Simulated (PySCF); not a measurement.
SbF₃, SMILES [F][Sb]([F])[F]. Atoms are numbered in the order given.

```xyz
4

Sb     0.0000     0.0000     0.3476
F     -1.4407    -0.8318    -0.6566
F      0.0000     1.6636    -0.6566
F      1.4407    -0.8318    -0.6566
```
Charge 0, spin multiplicity 1.

Geometry optimised at PBE-D3(BJ)/def2-SVP. The isomer is the one that the SMILES or the coordinates give; other isomers of the formula were not compared. The def2 effective core potentials stand for the cores of Sb; spin–orbit coupling is left out.

Method: PySCF with TDA-M06-2X/def2-SVPD.

Vertical excitations; the highest root listed may be one member of a degenerate set. Isolated molecule, no solvent. State labels are in the subgroup Cs.

```json
[
 {"state": "S1", "symmetry": "A\"", "energy (eV)": "7.35", "λ (nm)": "169", "f": "0.248", "main pairs": "HOMO→LUMO (degenerate set)"},
 {"state": "S2", "symmetry": "A'", "energy (eV)": "7.35", "λ (nm)": "169", "f": "0.249", "main pairs": "HOMO→LUMO+1 (degenerate set)"},
 {"state": "S3", "symmetry": "A'", "energy (eV)": "8.56", "λ (nm)": "145", "f": "0.325", "main pairs": "HOMO→LUMO+2 92 %"},
 {"state": "S4", "symmetry": "A'", "energy (eV)": "8.86", "λ (nm)": "140", "f": "0.003", "main pairs": "HOMO−1→LUMO, HOMO−2→LUMO, HOMO−3→LUMO+1 (degenerate set)"},
 {"state": "S5", "symmetry": "A\"", "energy (eV)": "8.86", "λ (nm)": "140", "f": "0.003", "main pairs": "HOMO−1→LUMO+1, HOMO−3→LUMO, HOMO−2→LUMO+1 (degenerate set)"},
 {"state": "S6", "symmetry": "A\"", "energy (eV)": "8.94", "λ (nm)": "139", "f": "0.000", "main pairs": "HOMO−2→LUMO+1 28 %, HOMO−3→LUMO 27 %, HOMO−1→LUMO+2 16 %, HOMO−4→LUMO 11 %"},
 {"state": "S7", "symmetry": "A'", "energy (eV)": "8.95", "λ (nm)": "139", "f": "0.012", "main pairs": "HOMO−3→LUMO+1 42 %, HOMO−2→LUMO 42 %"},
 {"state": "S8", "symmetry": "A'", "energy (eV)": "9.06", "λ (nm)": "137", "f": "0.060", "main pairs": "HOMO−1→LUMO, HOMO−3→LUMO+1, HOMO−2→LUMO, HOMO−4→LUMO+1 (degenerate set)"},
 {"state": "S9", "symmetry": "A\"", "energy (eV)": "9.06", "λ (nm)": "137", "f": "0.060", "main pairs": "HOMO−1→LUMO+1, HOMO−3→LUMO, HOMO−2→LUMO+1, HOMO−5→LUMO+1 (degenerate set)"},
 {"state": "S10", "symmetry": "A\"", "energy (eV)": "9.36", "λ (nm)": "132", "f": "0.000", "main pairs": "HOMO−4→LUMO 23 %, HOMO−5→LUMO+1 23 %, HOMO−2→LUMO+1 20 %, HOMO−3→LUMO 20 %"},
 {"state": "T1", "symmetry": "A\"", "energy (eV)": "5.29", "λ (nm)": "234", "f": "0", "main pairs": "HOMO→LUMO (degenerate set)"},
 {"state": "T2", "symmetry": "A'", "energy (eV)": "5.29", "λ (nm)": "234", "f": "0", "main pairs": "HOMO→LUMO+1 (degenerate set)"},
 {"state": "T3", "symmetry": "A'", "energy (eV)": "7.49", "λ (nm)": "165", "f": "0", "main pairs": "HOMO→LUMO+2 86 %"},
 {"state": "T4", "symmetry": "A'", "energy (eV)": "8.45", "λ (nm)": "147", "f": "0", "main pairs": "HOMO−1→LUMO 69 %"}
]
```
Triplets are in the Tamm–Dancoff approximation.
